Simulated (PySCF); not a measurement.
## Working with the constants of LaF

UHF-CCSD(T) constants of LaF, triplet, about 0.1 electrons in the 4f shell (Mulliken) (basis La x2c-TZVPall, F x2c-TZVPall; spin-free X2C with a Gaussian nucleus; PySCF 2.14; masses 138.9063 and 18.9984 u):

- ωe: 535.3 cm⁻¹
- ωexe: 1.84 cm⁻¹
- Be: 0.23157 cm⁻¹
- αe: 0.00108 cm⁻¹
- D (centrifugal): 1.73e-07 cm⁻¹
- De to La (5d1 6s2) + F: 6.24 eV

Question: Give the vibrational terms G(v) and spacings up to v = 6.

Answer: G(v) = ωe(v+½) − ωexe(v+½)².

```csv
v,G(v) (cm⁻¹),G(v) − G(v−1),Bv (cm⁻¹)
0,267.2,,0.2310
1,798.8,531.6,0.2299
2,1326.8,527.9,0.2289
3,1851.0,524.3,0.2278
4,2371.6,520.6,0.2267
5,2888.5,516.9,0.2256
6,3401.7,513.2,0.2245
```

Question: How well does the Morse estimate ωe²/(4ωexe) reproduce De, and what is D0?

Answer: It gives 4.83 eV, 77 % of the computed De. D0 = De − G(0) = 6.24 − 0.03 = 6.21 eV.

Correlated steps freeze 19 core orbitals. Spin–orbit coupling is left out, which matters for elements this heavy, above all for dissociation energies. With d or f electrons several states lie close, and the lowest PBE0 determinant need not be the measured ground state.
